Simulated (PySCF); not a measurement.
B3LYP has the VWN-RPA correlation part, as in Gaussian. 

```xyz
16

O      3.7555    -0.4067     0.8672
C      3.0256     0.0078    -0.0068
C      1.5482    -0.0242     0.0586
C      0.8936    -0.5376     1.1370
C     -0.5770    -0.5243     1.1019
C     -1.1483     0.0015    -0.0070
C     -2.6223     0.0951    -0.2125
F     -2.9993    -0.5784    -1.3172
F     -3.0048     1.3754    -0.3878
F     -3.3286    -0.3975     0.8189
Si     0.2366     0.5572    -1.1673
H      3.4561     0.4504    -0.9407
H      1.4367    -0.9454     1.9956
H     -1.1590    -0.9241     1.9372
H      0.2458    -0.1735    -2.4634
H      0.2411     2.0244    -1.4137
```

Charge 0, multiplicity 1.

Give the Mulliken and meta-Löwdin atomic charges from PySCF with B3LYP-D3(BJ)/def2-TZVP // B3LYP-D3(BJ)/def2-SVP.


| atom | Mulliken (e) | meta-Löwdin (e) |
|---|---|---|
| O1 | -0.27 | -0.40 |
| C2 | 0.05 | 0.27 |
| C3 | -0.05 | -0.28 |
| C4 | -0.08 | -0.04 |
| C5 | -0.10 | -0.07 |
| C6 | -0.15 | -0.26 |
| C7 | 0.52 | 0.79 |
| F8 | -0.18 | -0.28 |
| F9 | -0.18 | -0.28 |
| F10 | -0.18 | -0.27 |
| Si11 | 0.29 | 0.64 |
| H12 | 0.07 | 0.07 |
| H13 | 0.15 | 0.14 |
| H14 | 0.15 | 0.14 |
| H15 | -0.02 | -0.08 |
| H16 | -0.02 | -0.08 |
